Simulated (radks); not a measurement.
Species: Cr XII. Configuration: [Ne] 3s2 3p1.

Method: Dirac Kohn-Sham, PBE, spin-unpolarised, spherical densities, point nucleus; open shells are shared between the two j in proportion to 2j + 1; computed with a radial shooting solver on a logarithmic mesh with Libxc functionals.

Energy parts (hartree):
| part | energy |
|---|---|
| total | -1001.69611 |
| kinetic | 1014.37370 |
| electron-nucleus | -2243.63083 |
| Hartree | 267.65133 |
| exchange-correlation | -40.09031 |

Orbitals (lengths in bohr, moments of r in powers of bohr; r(90%) holds 90 % of the orbital's charge):
orbital,occ.,eigenvalue (hartree),<1/r>,<r^2>,<r^4>,r(90%)
1s1/2,2,-227.1756,23.89,0.005428,0.00007578,0.113
2s1/2,2,-35.13700,5.112,0.09945,0.01716,0.450
2p1/2,2,-31.51710,5.050,0.07986,0.01289,0.418
2p3/2,4,-31.19276,4.975,0.08146,0.01336,0.422
3s1/2,2,-11.49424,1.855,0.6824,0.6897,1.13
3p1/2,0.333333,-10.40519,1.787,0.6883,0.7273,1.15
3p3/2,0.666667,-10.34460,1.772,0.6963,0.7435,1.15

The highest occupied level is 3p3/2 at -281.49 eV. For comparison, the ionisation energy in NIST's Atomic Spectra Database is 297 eV (semi-empirical). In exact Kohn-Sham theory the highest level is minus the ionisation energy, but local and semilocal functionals leave it too shallow, through self-interaction and a potential that decays too fast; potentials with the right tail come closer. The density falls to 0.001 e/bohr^3 at r = 1.78 bohr. Summed over all electrons, <r^2> = 2.754 bohr^2, which gives a Langevin (diamagnetic) susceptibility term of -2.18 x 10^-6 cm^3/mol.

Beside tabulated values, note that spin-unpolarised runs miss the spin-polarisation part of the exchange energy of open shells.
